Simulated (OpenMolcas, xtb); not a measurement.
# How methods differ on SiH2O2F2 (SMILES O[Si](O)(F)F)

SiH2O2F2 has 7 atoms, charge 0, and is taken as a singlet. As SMILES, `O[Si](O)(F)F`. Geometry: relaxed at PBE0-D4/def2-TZVP. This is one conformer, not always the lowest.

```xyz
7

O    -1.1230    0.4438    0.8905
Si   -0.0111   -0.0181   -0.1773
O     1.3212   -0.3866    0.6467
F    -0.4835   -1.2627   -1.0336
F     0.2380    1.1318   -1.2361
H    -1.8293    1.0223    0.6022
H     1.9489   -0.9985    0.2620
```

Quantity: the energy change with the O1–H6 bond stretched from 0.957 to 1.245 Å, in eV. The values are calculated.

```
                        level                   kind     program  value (eV)  less CCSD(T)/def2-SVP  CPU time (all runs)
                     GFN0-xTB         semi-empirical         xtb        0.78                  -0.45            under 2 s
     HF/def2-SVP (restricted)           Hartree–Fock  OpenMolcas        1.51                  +0.28                9.1 s
  SVWN5/def2-SVP (restricted)                    LDA  OpenMolcas        1.08                  -0.15                 21 s
   BLYP/def2-SVP (restricted)                    GGA  OpenMolcas        1.04                  -0.19                 33 s
   TPSS/def2-SVP (restricted)               meta-GGA  OpenMolcas        1.08                  -0.15                 41 s
   PBE0/def2-SVP (restricted)          global hybrid  OpenMolcas        1.23                   0.00                 26 s
 B2PLYP/def2-SVP (restricted)          double hybrid  OpenMolcas        1.21                  -0.02                 24 s
    MP2/def2-SVP (restricted)    perturbation theory  OpenMolcas        1.25                  +0.02                8.8 s
CCSD(T)/def2-SVP (restricted)  coupled cluster or CI  OpenMolcas        1.23                   0.00              1.7 min
```

Differences are taken from CCSD(T)/def2-SVP (restricted) for orientation; it has basis-set and higher-order errors of its own. The first shape isn't each level's own minimum. The values span 0.78 to 1.51 eV. Times are those of the runs behind each value, whatever else they computed, on shared processors of several kinds: orders of magnitude only.
